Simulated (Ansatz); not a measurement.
Consider the formal hydrolysis of a Ge–F bond: `[CH3][Ge]([F])([F])[Cl]` + H₂O → `[CH3][Ge]([OH])([F])[Cl]` + H–F.

Computed with Ansatz on PBE0-D4/def2-TZVP structures; ΔE is electronic, products minus reactants. CCSD(T)/CBS is the MP2 limit (def2-TZVPP, def2-QZVPP) plus CCSD(T) − MP2 in def2-TZVPP, frozen cores. This one scheme is used for every species. DFT in def2-TZVPP. For Ge outer-core shells are correlated without core-valence functions, which leaves a few kJ/mol of doubt a bond. Scalar relativity is left out up to krypton. Each species was taken in one conformer, which may not be the lowest.

`[CH3][Ge]([F])([F])[Cl]`:

```xyz
8

C    -0.427    0.800   -0.611
Ge    0.366   -0.585    0.448
F     1.432   -1.559   -0.485
F     1.360    0.065    1.691
Cl   -1.009   -1.899    1.384
H     0.365    1.419   -1.033
H    -1.011    0.350   -1.413
H    -1.076    1.408    0.019
```

H₂O:

```xyz
3

O    -0.032   -0.111    0.372
H     0.775    0.056   -0.121
H    -0.743    0.054   -0.251
```

`[CH3][Ge]([OH])([F])[Cl]`:

```xyz
9

C    -0.179   -0.046    1.350
Ge    0.122    0.242   -0.520
O     0.182   -1.283   -1.380
F     1.633    1.047   -0.778
Cl   -1.318    1.530   -1.441
H    -1.154   -0.511    1.493
H    -0.148    0.909    1.873
H     0.600   -0.703    1.737
H     0.263   -1.184   -2.333
```

H–F:

Z-matrix (Å, degrees):
```
F
H 1 0.920
```

Question: Is it downhill or uphill in electronic energy at CCSD(T)/CBS, and by how much? (An estimate is asked.)

Answer: Ansatz gave: Uphill: ΔE = +19.9 kJ/mol.

Question: What do these levels give: r2SCAN-D4, BLYP, CCSD/def2-SVP, CCSD(T)/def2-SVP, SCS-MP2/def2-QZVPP, CCSD/CBS(def2)? (Best estimate.)

Answer: The calculation gave: r2SCAN-D4 25.4, BLYP 29.2, CCSD/def2-SVP 24.8, CCSD(T)/def2-SVP 24.2, SCS-MP2/def2-QZVPP 21.2, CCSD/CBS(def2) 21.0 kJ/mol.

Largest T1 diagnostic among the species: 0.011.

The D4 term adds −3.3 kJ/mol with B3LYP and −1.8 kJ/mol with PBE0; it sums over pairs of atoms, weighted by their polarisabilities, and B3LYP, whose exchange is more repulsive, gets the larger term. Leaving LDA and LC-ωPBE aside and taking each functional with its dispersion term where it has one, the values, not all of them listed here, spread over 8.8 kJ/mol, from PBE-QIDH to B97M-V. LDA lies −5.9 kJ/mol from PBE without D4. In def2-TZVPP, CCSD(T) changes the Hartree–Fock value by −9.0 kJ/mol (the triples alone add −1.1 kJ/mol) and MP2 by −11.5 kJ/mol.

B3LYP here is the variant with VWN-RPA as its local correlation; programs differ in this.
